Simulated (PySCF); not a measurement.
Orbital picture of GdS

r²SCANh at R = 2.295 Å; basis Gd x2c-SVPall, S x2c-SVPall; spin-free X2C with a Gaussian nucleus; PySCF 2.14. State: nonet, about 7.1 electrons in the 4f shell (Mulliken). Only the outer orbitals are listed, counted within each symmetry.

| spin | orbital | occ. | ε (eV) | on Gd (%) | main shells (%) |
| --- | --- | --- | --- | --- | --- |
| α | 17σ | 1 | -6.21 | 33 | 64 S p, 18 Gd d, 13 Gd s |
| α | 9π | 1 | -5.88 | 30 | 70 S p, 26 Gd d |
| α | 9π | 1 | -5.88 | 30 | 70 S p, 26 Gd d |
| α | 18σ | 1 | -4.59 | 98 | 70 Gd s, 22 Gd d |
| α | 4δ | 0 | -2.45 | 100 | 100 Gd d |
| α | 4δ | 0 | -2.45 | 100 | 100 Gd d |
| α | 10π | 0 | -1.90 | 94 | 51 Gd p, 43 Gd d |
| β | 16σ | 1 | -6.04 | 26 | 72 S p, 14 Gd d |
| β | 8π | 1 | -5.94 | 21 | 79 S p, 16 Gd d |
| β | 8π | 1 | -5.94 | 21 | 79 S p, 16 Gd d |
| β | 17σ | 0 | -2.27 | 99 | 75 Gd s, 10 Gd f |
| β | 1φ | 0 | -1.98 | 100 | 100 Gd f |
| β | 1φ | 0 | -1.98 | 100 | 100 Gd f |

Q: Which are the highest filled and the lowest empty level, where do they sit, and how wide is the gap?

A: Highest filled α 18σ at -4.59 eV (in %: 70 Gd s, 22 Gd d); lowest empty α 4δ at -2.45 eV (in %: 100 Gd d); the gap at r²SCANh is 2.14 eV.

The bond order (Mayer) is 2.47 and the ⟨S²⟩ is 20.040. The charge on Gd (Mulliken, basis-dependent) is 0.31. The charge on Gd (Löwdin, basis-dependent) is -0.05. The dipole moment (positive dipole means Gd(−)S(+)) is -6.21 D.

Spin–orbit coupling is left out. The state is the lowest single determinant that the PBE0 search found; with open d or f shells the true ground state can be another one.
